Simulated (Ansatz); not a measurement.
A CCSD(T) single point on `CC[SiH2]PO`.

```yaml
crystal:
  periodic: [false, false, false]
  atoms:
    - {symbol: C, position_ang: [-0.924274, 1.126051, 0.951827]}
    - {symbol: C, position_ang: [0.473723, 0.522440, 1.018160]}
    - {symbol: Si, position_ang: [0.600656, -1.213588, 0.314251]}
    - {symbol: P, position_ang: [-0.060156, -1.332441, -1.845962]}
    - {symbol: O, position_ang: [0.569594, 0.127353, -2.363578]}
    - {symbol: H, position_ang: [-0.952189, 2.116154, 1.413755]}
    - {symbol: H, position_ang: [-1.256455, 1.237019, -0.082782]}
    - {symbol: H, position_ang: [-1.658129, 0.501691, 1.468651]}
    - {symbol: H, position_ang: [1.185999, 1.148119, 0.470739]}
    - {symbol: H, position_ang: [0.832325, 0.482716, 2.053066]}
    - {symbol: H, position_ang: [2.004435, -1.703311, 0.401845]}
    - {symbol: H, position_ang: [-0.280268, -2.170798, 1.045710]}
    - {symbol: H, position_ang: [-1.390306, -0.915807, -1.536457]}
    - {symbol: H, position_ang: [0.842043, 0.045302, -3.280427]}
basis:
  gaussian: {orbitals: def2-TZVPP}
correlation: {method: ccsd_t}
```

```sh
$ ansatz run in.yaml --threads 4 --pin off --events-out ev --progress --plain --max-ram 10444MiB
```

Log, shortened:

```
Functional definition: HF
1753 factors; integrals over basis functions are off by at most 1.0e-3 eV
mean field evaluation 1: about -21372.5174 eV, gradient 4.3e1 eV
mean field evaluation 2: about -21372.8961 eV, gradient 4.4e1 eV
mean field evaluation 4: about -21377.5180 eV, gradient 5.0e0 eV
mean field evaluation 8: about -21377.6178 eV, gradient 3.5e-1 eV
mean field evaluation 16: about -21377.6186 eV, gradient 1.3e-6 eV
mean field -21377.61861844 eV, -785.6129939572 hartree, gradient 1.3e-6 eV, S^2 0.000000; 0 other end points of the search recorded, 0 dependent functions left out
13 core orbitals not correlated: weight in the atoms' cores, before any rotation towards them, 1.000 or more for the frozen orbitals, at most 0.000 for the correlated occupied ones
reference -21377.61861844 eV, -785.6129939572 hartree; 16, 16 occupied and 274, 274 virtual orbitals, 1753 factors
second order -23.83251325 eV of doubles, -0.00000000 eV of singles
cycle   1  -24.75953341 eV  change   -9.3e-1 eV  update   1.1e-1
cycle   2  -25.40227779 eV  change   -6.4e-1 eV  update   3.3e-2
cycle   3  -25.52210908 eV  change   -1.2e-1 eV  update   1.6e-2
cycle   4  -25.51340591 eV  change    8.7e-3 eV  update   4.0e-3
cycle   5  -25.51195063 eV  change    1.5e-3 eV  update   1.8e-3
cycle   6  -25.51202926 eV  change   -7.9e-5 eV  update   5.5e-4
cycle   7  -25.51173893 eV  change    2.9e-4 eV  update   2.4e-4
cycle   8  -25.51173815 eV  change    7.8e-7 eV  update   9.4e-5
cycle   9  -25.51177545 eV  change   -3.7e-5 eV  update   3.8e-5
perturbative correction -0.99589324 eV, -0.0365984015 hartree
Total energy: -21404.12628713 eV, -786.5871328140 hartree
```

Hardware: 4 threads of an Arm Neoverse V2 on a shared host. Wall time 11 min, peak host memory 3.9 GiB.

MP2 recovers 89.9 % of the CCSD(T) correlation energy and the triples give 3.8 %; T1 = 0.0120.
